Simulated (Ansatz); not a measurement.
Basis-set extrapolation for C$_{2}$H$_{6}$AlNO (`O[CH]1C[NH][AlH]1`) (PBE0-D4/def2-TZVP geometry, frozen core, Ansatz 0.2.0). Multiplicity 1, RHF reference.

```
                      def2-TZVPP   def2-QZVPP
                 HF  -450.524503  -450.541665
    MP2 correlation    -0.864258    -0.925968
CCSD(T) correlation    -0.932660      not run
```

Energies in hartree. Use E(X) = E(∞) + A·exp(−7.88·√X) for Hartree–Fock and E(X) = E(∞) + B·X^(−2.97) for correlation, with X = 3 and 4, and add CCSD(T) minus MP2 of the smaller set to the MP2 limit.

Q: What is the CCSD(T) energy at the basis-set limit?

A: HF limit: -450.541665 + (-0.017162) × 0.13774 = -450.54403. MP2 limit: -0.925968 + (-0.061710) × 0.74074 = -0.97168. Higher-order term: -0.932660 − (-0.864258) = -0.06840. Total: -451.58411 hartree, 333.3 kJ/mol below CCSD(T)/def2-TZVPP.
